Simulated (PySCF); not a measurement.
**A thermochemical cycle for BeAl**

CCSD(T) in PySCF with def2-TZVP on every atom, for the lowest determinant that a PBE0 search found; no spin–orbit coupling. BeAl, a doublet (π ↑), has De = 0.45 eV to neutral atoms, and BeAl⁺, a singlet (closed shell), has De = 0.53 eV to Be + Al⁺.

At the same level the Al atom ionises at 5.92 eV.

Q: What is the adiabatic ionisation energy of the molecule, and does ionisation strengthen or weaken the bond?

A: IE = IE(Al) + De(neutral) − De(ion) = 5.92 + 0.45 − 0.53 = 5.84 eV. De changes by +0.08 eV, so ionisation strengthens the bond.

Correlated steps freeze 5 core orbitals. Weak bonds: BeAl. Basis-set superposition, not corrected here, can be much of De in a small basis, most of all at correlated wavefunction levels. For an ion De counts to the pair picked by the measured ionisation energies or electron affinities, which need not be the lowest pair at this level. States were picked by a PBE0 search and need not be the measured ground states.
